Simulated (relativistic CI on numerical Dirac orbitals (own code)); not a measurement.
# Sc⁺ in a cubic cluster: 3p photoemission with charge transfer

Computed with a charge-transfer multiplet model of a cubic metal-ligand cluster with up to one ligand hole, Slater and spin-orbit integrals from Dirac-Coulomb-Breit ions, Slater integrals scaled by 0.9. The ground state mixes d2 with configurations of k ligand holes L, whose averages lie at kΔ + k(k − 1)U_dd/2; a core hole lowers each added d electron by U_cd. 300 K, Lorentzian 0.9 eV and Gaussian 0.8 eV FWHM.

Atomic integrals in eV (Slater integrals scaled, ζ unscaled), ground: F2dd 5.299, F4dd 3.246, zeta_d 0.005; with the core hole: F2dd 6.955, F4dd 4.333, zeta_d 0.009, zeta_core 0.324, F2cd 7.879, G1cd 9.860, G3cd 5.915.

Cluster parameters (eV): Δ = 10.7, U_dd = 5, U_cd = 6.1, 10Dq = 1.25, 10Dq(ligand) = 1.1, final-state hopping factor = 0.8.

```json
{"Case": "V(eg) = 1.6 eV, V(t2g) = -0.87 eV", "n_d": "2.09", "d2": "0.91", "d3L": "0.09", "S": "1.00"}
{"Case": "V(eg) = 2.2 eV, V(t2g) = -1.2 eV", "n_d": "2.13", "d2": "0.87", "d3L": "0.13", "S": "1.00"}
{"Case": "V(eg) = 2.5 eV, V(t2g) = -1.36 eV", "n_d": "2.16", "d2": "0.84", "d3L": "0.16", "S": "1.00"}
{"Case": "V(eg) = 3.1 eV, V(t2g) = -1.69 eV", "n_d": "2.20", "d2": "0.80", "d3L": "0.20", "S": "1.00"}
{"Case": "V(eg) = 3.4 eV, V(t2g) = -1.85 eV", "n_d": "2.21", "d2": "0.79", "d3L": "0.21", "S": "1.00"}
```

Weights, n_d and S are thermal averages at 300 K. Binding energies count from the first peak over 30 % of the highest in each spectrum, which can be another peak from case to case. The parameters are a model scan and need not match a compound or its usual spin state. Peaks in eV (height, largest 100):
- V(eg) = 1.6 eV, V(t2g) = -0.87 eV: 0.0 (100), 10.6 (12), 14.6 (9)
- V(eg) = 2.2 eV, V(t2g) = -1.2 eV: 0.0 (100), 5.0 (15), 10.6 (13), 14.6 (8)
- V(eg) = 2.5 eV, V(t2g) = -1.36 eV: 0.0 (100), 10.7 (13), 13.8 (6), 14.7 (7)
- V(eg) = 3.1 eV, V(t2g) = -1.69 eV: 0.0 (100), 10.6 (11), 13.8 (9)
- V(eg) = 3.4 eV, V(t2g) = -1.85 eV: 0.0 (100), 10.5 (10), 13.9 (10)

For the case V(eg) = 2.5 eV, V(t2g) = -1.36 eV, Δ = 10.7 eV is larger than U_dd = 5 eV, the Mott-Hubbard side of the Zaanen-Sawatzky-Allen scheme. With the core hole the average of the configuration with one ligand hole lies at Δ − U_cd = 4.6 eV before mixing: the effective hopping of about 4.5 eV (from the holes of the mixed ground state) is comparable with this gap or larger, so the configurations mix strongly.

With at most 1 ligand hole the space is cut while the next configuration still counts, so covalency is underestimated, and a final configuration with one more ligand hole, which can lie low, is missing from the spectra.
